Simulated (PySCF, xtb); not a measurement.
GaHClBr, SMILES [Br][GaH][Cl].

Harmonic wavenumbers (cm⁻¹) from GFN2-xTB (xtb) at its own minimum, in rising order: 98, 289, 339, 394, 521, 1676.

Problem. What does PySCF with TPSSh-D3(BJ)/def2-SVP give at its own minimum? (An estimate is asked for; the answer gives what the named calculation found.)

Solution. 114, 307, 428, 428, 602, 2053. Paired by order, the mean absolute difference is 103 cm⁻¹ and the zero-point energies are 4.7 and 5.6 kcal/mol.
